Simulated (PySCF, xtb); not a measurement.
3-methylbut-1-ene (C₅H₁₀), SMILES C=CC(C)C. Other conformers were not sampled.

Harmonic wavenumbers (cm⁻¹) from GFN2-xTB (xtb) at its own minimum, in rising order: 81, 212, 264, 285, 342, 379, 523, 656, 833, 899, 943, 958, 985, 1027, 1038, 1107, 1152, 1196, 1285, 1312, 1338, 1403, 1414, 1422, 1498, 1500, 1508, 1513, 1721, 2896, 3027, 3029, 3032, 3035, 3038, 3039, 3041, 3106, 3131.

**Question.** What does PBE-D3(BJ)/def2-SVP run with PySCF give at its own minimum? (Estimate from the structure and the level; the computed values follow.)

**Answer.** 115, 241, 268, 286, 343, 372, 524, 654, 777, 893, 894, 911, 939, 997, 1005, 1067, 1123, 1164, 1253, 1280, 1305, 1335, 1348, 1379, 1409, 1415, 1424, 1437, 1670, 2925, 2964, 2969, 3053, 3054, 3057, 3058, 3064, 3080, 3170. Paired by order, the mean absolute difference is 36 cm⁻¹ and the zero-point energies are 84.6 and 83.2 kcal/mol.
